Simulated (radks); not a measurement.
Effect of the nuclear size on the terbium ion Tb+, [Xe] 4f9 6s1. All-electron calculation, Dirac Kohn-Sham, relativistic LDA (MacDonald-Vosko exchange, VWN5 correlation), spin-unpolarised, spherical densities, finite nucleus; open shells fill j = l - 1/2 first; Fermi nuclear charge, rms radius 5.06 fm. Program: a radial shooting solver on a logarithmic mesh with Libxc functionals. The rms radius is varied about that value; shifts are against it.

rms radius (fm)  total energy shift (eV)  density at nucleus (e/bohr^3)  1s1/2 shift (meV)  2s1/2 shift (meV)  4p1/2 shift (meV)  5s1/2 shift (meV)  5p1/2 shift (meV)  6s1/2 shift (meV)  6p1/2 (empty) shift (meV)
4.4376                             -5.13                      7.014e+05              -2100               -273              0.266              -2.14              0.156             -0.189                      0.056
4.7817                             -2.35                      6.878e+05               -963               -125              0.122             -0.983              0.072             -0.087                      0.026
5.06                                   0                      6.776e+05              0.000              0.000              0.000              0.000              0.000              0.000                      0.000
5.2219                              1.41                       6.72e+05                579               75.3             -0.073              0.591             -0.043              0.052                     -0.015
6.0467                              9.12                      6.466e+05               3730                486             -0.472               3.81             -0.278              0.337                     -0.100

Slopes of the eigenvalues against <r^2> in GHz/fm^2, as finite differences over the two radii next to the reference (eigenvalue slopes, not the field-shift constants of lines): 1s1/2 84700, 2s1/2 11000, 4p1/2 -10.7, 5s1/2 86.4, 5p1/2 -6.31, 6s1/2 7.65, 6p1/2 (empty) -2.26.
